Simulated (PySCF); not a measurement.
Run record: excited-state job, `O[B]([GeH2][PH2])O`.

Computed with TDDFT PBE0/def2-SVPD, vertical, gas phase, core orbitals frozen in the response (PySCF 2.14.0, density-fitted response routines). Geometry: GFN2-xTB. The command runs a driver script over a list of jobs; the input below is this job's line of settings and its coordinates in Å.

Command:
```bash
OMP_NUM_THREADS=1 python probes_run.py task.json out
```

Input:
```
{"job": {"kind": "uv", "xc": "PBE0", "basis": "def2-SVPD", "nstates": 6, "ntriplets": 2}, "charge": 0, "multiplicity": 1}
O     -1.534425     0.844870     1.023677
B     -1.083336    -0.001127     0.082041
O     -1.702283    -0.279863    -1.077904
Ge     0.715470    -0.877559     0.406959
P      2.567876     0.275351    -0.349387
H     -2.377126     1.287861     0.894546
H     -2.549742     0.129902    -1.270121
H      0.848285    -2.251620    -0.203451
H      1.009864    -1.156610     1.860784
H      2.127020     1.479573     0.186853
H      1.983820     0.551893    -1.579960
```

**Question.** What does the run print?

**Answer.** 
```
coarse grid: 44200 points
cycle   1  E = -2596.1643543751  dE = -8.354e-02  |g| = 8.574e-01  |ddm| = 4.044e+00
cycle   2  E = -2596.0401496301  dE =  1.242e-01  |g| = 1.191e+00  |ddm| = 1.845e+00
cycle   3  E = -2596.2925155569  dE = -2.524e-01  |g| = 7.600e-02  |ddm| = 1.081e+00
cycle   4  E = -2596.2935032068  dE = -9.876e-04  |g| = 2.424e-02  |ddm| = 9.812e-02
cycle   5  E = -2596.2935700204  dE = -6.681e-05  |g| = 5.539e-03  |ddm| = 2.829e-02
cycle   6  E = -2596.2935750814  dE = -5.061e-06  |g| = 1.050e-03  |ddm| = 8.831e-03
final grid: 90824 points
cycle   7  E = -2596.2935436738  dE =  1.814e-08  |g| = 1.259e-03  |ddm| = 5.834e-03
cycle   8  E = -2596.2935435250  dE =  1.488e-07  |g| = 1.580e-03  |ddm| = 3.677e-03
cycle   9  E = -2596.2935440567  dE = -5.317e-07  |g| = 1.005e-04  |ddm| = 1.922e-03
cycle  10  E = -2596.2935440595  dE = -2.801e-09  |g| = 1.504e-05  |ddm| = 1.630e-04
cycle  11  E = -2596.2935440596  dE = -2.865e-11  |g| = 4.065e-06  |ddm| = 1.653e-05
converged SCF energy = -2596.2935440596

Static polarisability (au): isotropic 83.905, principal 71.998 76.793 102.924

Singlet excitations
state   eV       nm        f      main configurations
  1   5.7765    214.6   0.11345   H->L 0.97
  2   5.8493    212.0   0.16756   H->L+1 0.91
  3   6.7447    183.8   0.01211   H->L+4 0.59, H->L+3 0.37
  4   6.7856    182.7   0.03314   H->L+2 0.87
  5   7.0104    176.9   0.13266   H-1->L+1 0.65, H-1->L 0.17
  6   7.0299    176.4   0.00122   H->L+3 0.56, H->L+4 0.32, H->L+7 0.08

Triplet excitations (Tamm-Dancoff, eV): 4.7485 5.5951
```

The SCF starts on a coarse grid where the log names one; the energy can jump when the final grid takes over, and dE then counts from the start density on the new grid. H and L stand for HOMO and LUMO; the number after each pair is its weight.

**Question.** How does the lowest singlet excitation compare with the HOMO–LUMO gap?

**Answer.** HOMO -7.08 eV and LUMO -0.54 eV give a gap of 6.54 eV; S1 at 5.78 eV lies 0.76 eV below it.

**Question.** Which computed singlet has the largest oscillator strength, and what do all of them sum to?

**Answer.** State 2 at 5.85 eV (212 nm), f = 0.168; the 6 states sum to 0.460.

Main results: HOMO -7.08 eV, LUMO -0.54 eV; lowest singlet 5.78 eV; lowest triplet 4.75 eV (Tamm–Dancoff); mean polarisability 83.9 au.

 The PBE0/def2-SVPD calculation is non-relativistic and has no spin–orbit coupling, an omission that weighs most on germanium.

**Question.** Estimate the wall time. Hardware: an Arm Neoverse V1 with one thread, shared host with 32 logical CPUs at a one-minute load of 23. And the peak memory of the process?

**Answer.** About 25 s (density and orbital grids were written too), with 0.73 GiB resident at the peak, the Python interpreter and its libraries included.

One conformer stands for the species.
Labels such as C1 count atoms from 1, the log's own numbers from 0.
